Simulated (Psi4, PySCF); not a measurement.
Here is a job for Psi4.
```
memory 2 GB

molecule {
-1 2
  Na   -0.46820000   -0.38610000   -0.63250000
  F     0.46820000    0.38610000    0.63250000
}

set basis 6-31g*
set reference uks
set scf_type pk
set puream true
set d_convergence 1e-8
set dft_radial_points 99
set dft_spherical_points 590

energy('pbe0')
print_variables()
```

**Question.** Write the same job for PySCF.

**Answer.** This is not unique; one that fits is 
```python
from pyscf import gto, scf, dft

mol = gto.Mole()
mol.atom = '''
    Na   -0.468200   -0.386100   -0.632500
    F     0.468200    0.386100    0.632500
'''
mol.basis = '6-31g*'
mol.charge = -1
mol.spin = 1
mol.verbose = 4
mol.build()

mf = dft.UKS(mol)
mf.xc = 'pbe0'
mf.grids.atom_grid = (99, 590)
mf.grids.prune = None
mf.kernel()
```

Both were run: Psi4 gave -261.950295 Eh and PySCF -261.950293 Eh, 0.002 mEh apart.
